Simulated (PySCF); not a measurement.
NO3, SMILES [O]N([O])[O] (connectivity only; charge and spin as stated), neutral, multiplicity 2. Atoms are numbered in the order given.

```xyz
4

N      0.0000     0.0000     0.0000
O      1.2305     0.0000     0.0000
O     -0.6152     1.0656     0.0000
O     -0.6152    -1.0656     0.0000
```
Charge 0, spin multiplicity 2.

The structure is a stationary point at B3LYP-D3(BJ)/def2-TZVP.

All values below come from M06-2X/def2-TZVPD (PySCF).

Mulliken values depend strongly on the basis, most of all with diffuse functions as here. ESP charges are fitted to the potential on shells at 1.4 to 2.0 van der Waals radii. Atomic charges (e):

| atom | meta-Löwdin | ESP fit | Mulliken spin |
|---|---|---|---|
| N1 | 0.83 | 0.70 | -0.19 |
| O2 | -0.28 | -0.23 | 0.40 |
| O3 | -0.28 | -0.23 | 0.40 |
| O4 | -0.28 | -0.23 | 0.40 |
